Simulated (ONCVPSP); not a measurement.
# What one change does to a pseudopotential (germanium (Ge), ONCV)

- Element: Ge
- Generator: ONCVPSP 4.0.1
- Type: optimised norm-conserving Vanderbilt (ONCV)
- Functional: PBE
- Relativity: fully relativistic
- Frozen core: [Ar] 3d10
- Valence charge: 4
- Reference configuration: 4s2 4p2
- Partial waves: 4s: rc 1.80 bohr, ncon 4, nbas 9, qcut 3.8 1/bohr, 2 projectors, debl 3 Ha; 4p: rc 2.50 bohr, ncon 4, nbas 8, qcut 3.3 1/bohr, 1 projector; d scattering state at 0.25 Ha: rc 2.20 bohr, ncon 5, nbas 9, qcut 4.9 1/bohr, 2 projectors, debl 1 Ha
- Local potential: polynomial inside 1.25 bohr (lpopt 5, dvloc0 0 Ha)
- Core correction: Teter function, fcfact 4.75, rcfact 1.45

Open shells are filled in proportion to 2j + 1.

Change: p: nproj 3.

Cutoffs: the cutoffs (Ha) at which the residual kinetic energy of the hardest occupied pseudo-wave falls to 1 and 0.1 mHa per electron; they do not see the model core or the augmentation charge, which bear on the density cutoff. Errors are all-electron minus pseudo energies relative to the spin-unpolarised reference configuration.

Question: How do hardness, ghosts and transferability respond?

Answer: The potential gets neither clearly harder nor softer (8.0 Ha and 60 Ha → 8.0 Ha and 60 Ha); both files keep a bound ghost (d); of the 4 tests that both files solve, the error grows in 2 and shrinks in 0 by more than 15 % and 0.3 meV (median size 72.0 → 76.7 meV); the range in which the p3/2 phases agree widens (upper end 0.9 → at the end of the scan); the range in which the p1/2 phases agree widens (upper end 0.9 → at the end of the scan).

```csv
quantity,base,changed
"cutoff, loose",8.0 Ha,8.0 Ha
"cutoff, tight",60 Ha,60 Ha
bound ghosts,"d5/2, d3/2","d5/2, d3/2"
GHOST(+) flags under 300 eV,s at 92.8 eV,s at 92.8 eV
"error for 4s2 4p1, meV [ΔE 7.45 eV]",-13,-15
"error for 4s2 4p0, meV [ΔE 22.89 eV]",-131,-132
"error for 4s1 4p0, meV [ΔE 57.68 eV]",-522,-525
"error for 4s0 4p4, meV [ΔE 16.19 eV]",-11,-21
s: phases at 1.83 bohr within 0.05 rad from the reference energy up to (Ha; the scan ends near 5),3.3,3.3
p3/2: phases at 2.54 bohr within 0.05 rad from the reference energy up to (Ha; the scan ends near 5),0.9,to the end of the scan
p1/2: phases at 2.54 bohr within 0.05 rad from the reference energy up to (Ha; the scan ends near 5),0.9,to the end of the scan
d5/2: phases at 2.23 bohr within 0.05 rad from the reference energy up to (Ha; the scan ends near 5),3.2,3.2
d3/2: phases at 2.23 bohr within 0.05 rad from the reference energy up to (Ha; the scan ends near 5),3.2,3.2
"rms error of d²Exc/dni dnj with the model core, mHa",2.55,2.55
```

Base: The cutoffs count occupied waves only; projector 2 of the d channel, the hardest unoccupied one, needs 72 Ha at the loose tolerance. Changed file: The cutoffs count occupied waves only; projector 2 of the d channel, the hardest unoccupied one, needs 72 Ha at the loose tolerance. A true bound ghost makes a file unfit for plane-wave use even where its test errors are small: the radial tests pick states by their node count and pass the ghost by.
